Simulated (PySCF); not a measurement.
Geometry (Å), atoms numbered from 1 in this order:
```xyz
24

C    -3.889    0.418   -0.807
C    -2.423    0.071   -0.715
O    -2.168   -0.989   -1.606
C    -0.908   -1.361   -1.892
C     0.285   -1.004   -1.385
C     0.687   -0.095   -0.289
C     1.864    0.862   -0.498
C     1.997   -0.316    0.376
C     2.482   -0.635    1.733
C     2.928   -1.451    0.533
H    -4.135    1.235   -0.113
H    -4.148    0.735   -1.828
H    -4.509   -0.454   -0.552
H    -2.162   -0.230    0.316
H    -1.795    0.941   -0.978
H    -0.928   -2.098   -2.701
H     1.127   -1.503   -1.879
H    -0.099    0.289    0.362
H     1.793    1.854   -0.039
H     2.352    0.843   -1.477
H     3.213    0.036    2.195
H     1.788   -1.105    2.437
H     3.960   -1.333    0.188
H     2.526   -2.464    0.429
```

Geometry: PBE0-D3(BJ)/def2-SVP; GIAO absolute shieldings from PySCF 2.14, gas phase, non-relativistic, averaged over equivalent atoms.

At PBE/pcSseg-1 (240 basis functions, 61 s wall time on 1 thread of an Arm Neoverse V2, shared host):
| atoms | σ (ppm) |
| --- | --- |
| C4 | 32.8 |
| C5 | 72.4 |
| C2 | 110.7 |
| C6 | 156.8 |
| C7 | 159.2 |
| C8 | 159.8 |
| C1 | 162.5 |
| C9 | 169.2 |
| C10 | 171.4 |
| O3 | 177.7 |
| H16 | 25.11 |
| H14 | 27.02 |
| H15 | 27.03 |
| H17 | 27.62 |
| H18 | 29.00 |
| H11/H12/H13 | 29.93 |
| H19 | 30.10 |
| H24 | 30.31 |
| H22 | 30.39 |
| H21 | 30.42 |
| H23 | 30.54 |
| H20 | 30.65 |

Predict the values at PBE0/pcSseg-1 on the same geometry.

## Answers


| atoms | σ at PBE0/pcSseg-1 | change |
| --- | --- | --- |
| C4 | 34.8 | +2.0 |
| C5 | 75.6 | +3.2 |
| C2 | 117.7 | +7.0 |
| C6 | 164.5 | +7.7 |
| C7 | 165.7 | +6.5 |
| C8 | 166.7 | +6.9 |
| C1 | 167.0 | +4.5 |
| C9 | 175.1 | +5.9 |
| C10 | 177.3 | +5.9 |
| O3 | 197.4 | +19.7 |
| H16 | 25.18 | +0.07 |
| H14 | 27.30 | +0.28 |
| H15 | 27.29 | +0.26 |
| H17 | 27.70 | +0.08 |
| H18 | 29.23 | +0.23 |
| H11/H12/H13 | 29.98 | +0.05 |
| H19 | 30.22 | +0.12 |
| H24 | 30.42 | +0.11 |
| H22 | 30.48 | +0.09 |
| H21 | 30.51 | +0.09 |
| H23 | 30.62 | +0.08 |
| H20 | 30.72 | +0.07 |

The largest change is at O3 (ether oxygen). Cost: 240 basis functions, 51 s wall time on 1 thread of an Arm Neoverse V2, shared host. The order of the carbon signals is the same at both levels.
